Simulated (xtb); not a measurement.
CH5BrOSi, SMILES C[SiH](O)Br. All values are semi-empirical tight-binding results from xtb (GFN2-xTB unless named), good for trends rather than for accurate numbers. Geometry optimised at GFN2-xTB. This is a generated structure with no PubChem entry under its InChIKey; it may be hypothetical. One conformer was computed; it need not be the lowest.

Optimised geometry:

Bonded distances (Å): Si1–C2 1.889, Si1–O3 1.620, Si1–Br4 2.208, Si1–H5 1.455, C2–H6 1.087, C2–H7 1.086, C2–H8 1.088, O3–H9 0.951. Bond angles (°): C2–Si1–O3 113.5, C2–Si1–Br4 109.3, C2–Si1–H5 113.3, O3–Si1–Br4 101.7, O3–Si1–H5 111.3, Br4–Si1–H5 106.9, Si1–C2–H6 111.4, Si1–C2–H7 111.2, Si1–C2–H8 111.4, H6–C2–H7 107.5, H6–C2–H8 107.8, H7–C2–H8 107.5, Si1–O3–H9 124.1.

The orbital gap comes out as 6.25 eV, the zero-point energy is 37.5 kcal/mol and the G − E(el) at 298.15 K (modified RRHO) is 17.7 kcal/mol. The static polarisability (D4 model) is 68.3 bohr³, the solvation energy, GFN2-xTB/ALPB(water) is -5.3 kcal/mol and the solvation energy, GFN2-xTB/ALPB(toluene) is -3.8 kcal/mol.

Computed atomic charges and the Wiberg bond orders between heavy atoms:
charges (e) Si1 0.56, C2 -0.20, O3 -0.46, Br4 -0.21, H5 -0.08, H6 0.02, H7 0.03, H8 0.04, H9 0.30. Bond orders Si1–C2 0.89, Si1–O3 1.20, Si1–Br4 1.08.
